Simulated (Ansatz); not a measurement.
Ansatz (an electronic-structure program) input (CCSD(T)/6-31G):

Ansatz 0.2 input:
```yaml
crystal:
  periodic: [false, false, false]
  atoms:
    - {symbol: Si, position_ang: [-0.09157938, -0.35691874, 0.01448109]}
    - {symbol: C, position_ang: [-0.04126805, -0.48723226, 1.87906469]}
    - {symbol: C, position_ang: [-1.16399499, -1.67588052, -0.73887972]}
    - {symbol: O, position_ang: [1.40220069, -0.53551766, -0.63871851]}
    - {symbol: C, position_ang: [2.48924007, 0.34594353, -0.41607871]}
    - {symbol: O, position_ang: [-0.60132780, 1.15525045, -0.41250582]}
    - {symbol: C, position_ang: [-1.77567875, 1.78738733, 0.05256353]}
    - {symbol: H, position_ang: [0.58263264, 0.29492718, 2.31745150]}
    - {symbol: H, position_ang: [-1.03967073, -0.39542413, 2.31365201]}
    - {symbol: H, position_ang: [0.36389775, -1.45340898, 2.18755599]}
    - {symbol: H, position_ang: [-0.80175125, -2.67203477, -0.47690862]}
    - {symbol: H, position_ang: [-2.19549985, -1.59380145, -0.38782911]}
    - {symbol: H, position_ang: [-1.16778604, -1.59143017, -1.82695149]}
    - {symbol: H, position_ang: [3.32687197, 0.01310768, -1.02922044]}
    - {symbol: H, position_ang: [2.23019711, 1.37016051, -0.69612660]}
    - {symbol: H, position_ang: [2.80215713, 0.33562576, 0.63313119]}
    - {symbol: H, position_ang: [-1.83404745, 2.77838791, -0.39858882]}
    - {symbol: H, position_ang: [-2.67394091, 1.22799011, -0.23048764]}
    - {symbol: H, position_ang: [-1.76772165, 1.90359161, 1.14136267]}
basis:
  gaussian:
    orbitals: 6-31G
magnetization: {spin_polarized: false}
correlation: {method: ccsd_t, electrons: outside_noble_gas}
```

Output:

```
Functional definition: HF
integrals: 0.13 GiB planned
1182 factors; integrals over basis functions are off by at most 2.0e-4 eV
mean field: 0.48 GiB planned
mean field evaluation 1: about -16241.2240 eV, gradient 4.3e1 eV
mean field evaluation 2: about -16241.2263 eV, gradient 4.3e1 eV
mean field evaluation 4: about -16245.2813 eV, gradient 4.0e0 eV
mean field evaluation 8: about -16245.3239 eV, gradient 8.8e-5 eV
mean field evaluation 16: about -16245.3165 eV, gradient 1.5e-1 eV
mean field -16245.32387657 eV, -597.0046409880 hartree, gradient 4.5e-6 eV, S^2 0.000000; 0 other end points of the search recorded, 0 dependent functions left out
11 core orbitals not correlated
reference -16245.32387657 eV, -597.0046409880 hartree; 22, 22 occupied and 58, 58 virtual orbitals, 1182 factors
second order -17.79667996 eV of doubles, -0.00000000 eV of singles
coupled cluster: 0.41 GiB planned
cycle   1  -18.70535609 eV  change   -9.1e-1 eV  update   1.1e-1
cycle   2  -19.35870662 eV  change   -6.5e-1 eV  update   3.5e-2
cycle   3  -19.53877982 eV  change   -1.8e-1 eV  update   1.6e-2
cycle   4  -19.54371905 eV  change   -4.9e-3 eV  update   3.0e-3
cycle   5  -19.54495293 eV  change   -1.2e-3 eV  update   1.0e-3
cycle   6  -19.54528426 eV  change   -3.3e-4 eV  update   2.9e-4
cycle   7  -19.54516256 eV  change    1.2e-4 eV  update   1.0e-4
cycle   8  -19.54513840 eV  change    2.4e-5 eV  update   3.4e-5
perturbative correction -0.40790153 eV, -0.0149901047 hartree
Total energy: -16265.27691650 eV, -597.7379016807 hartree
```
